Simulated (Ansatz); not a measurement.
Stepwise reaction of `[CH3][In]([CH3])[O][SiH3]` with ammonia, as a gas-phase model of exchange steps in deposition or etching. ΔE in kJ/mol.

Calculated with Ansatz (gas phase, PBE0-D4/def2-TZVP geometries, no zero-point term in ΔE). CCSD(T)/CBS is the MP2 limit (def2-TZVPP, def2-QZVPP) plus CCSD(T) − MP2 in def2-TZVPP, frozen cores. This one scheme is used for every species. Functionals use def2-TZVPP. B3LYP here is the variant with VWN-RPA as its local correlation; programs differ in this. Elements past krypton have def2 core potentials. For In outer-core shells are correlated without core-valence functions, which leaves a few kJ/mol of doubt a bond. Each species was taken in one conformer, which may not be the lowest.

| step | reaction | PBE-D4 | B3LYP-D4 | ωB97M-V | CCSD(T)/CBS |
| --- | --- | --- | --- | --- | --- |
| 1 | `[CH3][In]([CH3])[O][SiH3]` + NH₃ → `[CH3][In]([NH2])[O][SiH3]` + CH₄ | -28.6 | -32.6 | -30.5 | -33.3 |

Give the row of step 2, `[CH3][In]([NH2])[O][SiH3]` + NH₃ → `[NH2][In]([NH2])[O][SiH3]` + CH₄. (An estimate is asked.)

Computed: 
```csv
step,reaction,PBE-D4,B3LYP-D4,ωB97M-V,CCSD(T)/CBS
2,`[CH3][In]([NH2])[O][SiH3]` + NH₃ → `[NH2][In]([NH2])[O][SiH3]` + CH₄,-14.6,-17.7,-15.8,-18.4
```

By hand: ΔE of the 2 steps together at CCSD(T)/CBS.

(-33.3) + (-18.4) = -51.7 kJ/mol, or -25.8 kJ/mol a step.

In ΔE each step is higher than the one before. All are downhill at CCSD(T)/CBS. PBE-D4 differs from CCSD(T)/CBS by 3.8 to 4.7 kJ/mol a step. Only this route is followed, and other bonds may react first. Isolated molecules leave out the surface, adducts and barriers. Largest T1 diagnostic: 0.015.
